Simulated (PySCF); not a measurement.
An unknown shows these calculated signals:

$^{1}$H NMR (400 MHz, computed): δ 3.44 (br, 1H), 3.37 (br, 1H), 3.26 (br, 1H), 1.79 (br s, 2H), 1.06 (br s, 2H), 0.89 (t, J = 8.7 Hz, 3H), 0.50 (q, J = 8.7 Hz, 2H).

$^{13}$C{$^{1}$H} NMR (computed): δ 22.0 (CH2), 12.5 (CH3).

Computational details: couplings computed with B3LYP/pcJ-1 (spin–dipole term only in couplings to heteroatoms), shielding tensors at KT3/pcSseg-1 (GIAO), geometry from PBE0-D3(BJ)/def2-SVP, in PySCF 2.14 (isolated molecule, fast rotation and ring inversion assumed for equivalent nuclei, single conformer, relativity neglected).

Referencing at the same level of theory: TMS for $^{1}$H (σ = 31.32 ppm), $^{13}$C (σ = 182.31 ppm).

Question: Which of these does the molecule contain: an NH or NH2 group, a vinyl group CH=CH2, a CH3CH2 unit, a carboxylic acid, a ketone?

Answer: 
- An NH or NH2 group: yes (δH 1.79 (br s), 1.06 (br s)).
- A vinyl group CH=CH2: no.
- A CH3CH2 unit: yes (δC 12.5, 22.0; δH 0.89 (t), 0.50 (q)).
- A carboxylic acid: no.
- A ketone: no.

The data belong to `CC[BH-]1[NH2+][BH2-][NH2+]1`, C2H12B2N2; they needn't prove each group on their own.

Carbon signals by region: 2 below 50 ppm.

OH and NH positions are those of a molecule without intermolecular hydrogen bonds; in solution they move with solvent, concentration and temperature, and exchange usually removes their couplings. Hydrogens on boron are broadened and split by $^{11}$B (spin 3/2, 80 %) and 10B (spin 3). A carbon bonded to boron is broadened by the quadrupolar boron nucleus and is often missing from a measured spectrum. Multiplet labels drop couplings under 1 Hz and merge nearly equal ones. Unscaled 3J(H,H) at this level run about 10 % above measured values. Shifts are as computed, not scaled to solution data. Of 1211 compounds with measured shifts, 218 miss one by over three times the rms of a fit or turn the order of signals round; such compounds aren't used in these exercises. Couplings to exchangeable protons are dropped. Across freely rotating sp3–sp3 bonds, 3J(H,H) is taken as (2 J gauche + J anti)/3 from the one conformer, which assumes equal rotamer populations.
